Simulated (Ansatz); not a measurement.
C₂H₃ClSn, SMILES `C#[C][SnH2][Cl]`, relaxed with RKS PBE0-D4/def2-TZVP in Ansatz 0.2.0 from a PBE-D4/def2-SVP geometry. The force threshold is 0.005 eV/Å; the program also tests the step.

The species carries charge 0 and has multiplicity 1. Sn: def2 effective core potential.

Start:

```xyz
7

C     0.448   -1.917   -0.960
C     0.252   -0.838   -0.405
Sn   -0.053    1.005    0.543
Cl   -2.359    1.515    0.332
H     0.620   -2.867   -1.450
H     0.279    0.865    2.224
H     0.814    2.238   -0.283
```

```csv
step,energy (eV),largest force (eV/Å),largest move (Å)
1,-20470.3981,1.743,0.000
2,-20470.4504,0.214,0.080
3,-20470.4578,0.037,0.029
4,-20470.4579,0.007,0.005
5,-20470.4580,0.001,0.005
```

End:

```xyz
7

C     0.439   -1.891   -0.947
C     0.251   -0.831   -0.404
Sn   -0.048    0.990    0.535
Cl   -2.312    1.479    0.322
H     0.600   -2.828   -1.430
H     0.272    0.862    2.196
H     0.797    2.219   -0.272
```

It took 58 s on 2 threads of a server CPU on a shared host, with 0.43 GiB of host memory at the peak.
